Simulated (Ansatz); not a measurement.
A search over several starts for the lowest SCF solution of the cluster Mo2O6 at the given spin, in a small basis.

```yaml
crystal:
  periodic: [false, false, false]
  atoms:
    - {symbol: Mo, position_ang: [-1.245353, -1.074760, -0.229781]}
    - {symbol: Mo, position_ang: [1.245356, 1.074756, 0.229787]}
    - {symbol: O, position_ang: [2.365212, 0.913350, 1.528339]}
    - {symbol: O, position_ang: [1.497211, 2.420055, -0.815730]}
    - {symbol: O, position_ang: [0.635623, -0.603308, -0.623058]}
    - {symbol: O, position_ang: [-0.635573, 0.603221, 0.623193]}
    - {symbol: O, position_ang: [-2.365122, -0.913204, -1.528388]}
    - {symbol: O, position_ang: [-1.497353, -2.420110, 0.815638]}
basis:
  gaussian: {orbitals: def2-SVP, initial_orbitals: start.molden}
magnetization: {spin_polarized: true, initial_magnetization: 4}
hamiltonian: {xc: pbe, dispersion: d4}
output: {orbitals: {seedname: orbitals}}
```

The file start.molden holds the orbitals of an earlier run on this structure, at another level or in another basis.

```sh
$ ansatz run in.yaml --threads 2 --pin off --events-out ev --progress --plain --max-ram 32768MiB --backend cpu
```

Output, abridged:

```
Functional definition: PBE
1464 factors; their error is unknown
mean field evaluation 1: about -15976.8396 eV, gradient 4.2e0 eV
mean field evaluation 2: about -15976.9590 eV, gradient 1.6e-1 eV
mean field evaluation 4: about -15976.9048 eV, gradient 2.6e-3 eV
mean field evaluation 8: about -15976.9048 eV, gradient 1.7e-5 eV
mean field evaluation 16: about -15949.1320 eV, gradient 8.7e1 eV
mean field evaluation 32: about -15976.9108 eV, gradient 1.3e-5 eV
mean field evaluation 64: about -15976.6710 eV, gradient 2.0e0 eV
mean field evaluation 96: about -15974.7113 eV, gradient 1.7e1 eV
mean field evaluation 128: about -15976.9043 eV, gradient 7.2e-1 eV
mean field evaluation 160: about -15975.5311 eV, gradient 2.4e-1 eV
mean field -15976.91075251 eV, -587.1406406156 hartree, gradient 1.0e-6 eV, S^2 6.006377; 11 other end points of the search recorded, 0 dependent functions left out
reference -15976.91083577 eV, -587.1406436753 hartree; 40, 36 occupied and 106, 110 virtual orbitals, 1464 factors
Total energy: -15977.23504882 eV, -587.1525582853 hartree
```

Run time 49 s (2 threads of AMD EPYC 7R13 on a shared host).

Other converged states that the search met: 0.01 eV higher (⟨S²⟩ = 6.01).

In the def2 sets Mo takes a core potential; there is no spin–orbit coupling. The gap within one spin of the charge 0 quintet nearly closes, so an electron or hole may be smeared out by delocalisation error. At PBE0-D4/def2-TZVP a singlet of charge 0 lies 6.26 eV below the quintet, each at its own geometry. The structure comes from a short search, and lower isomers may exist.
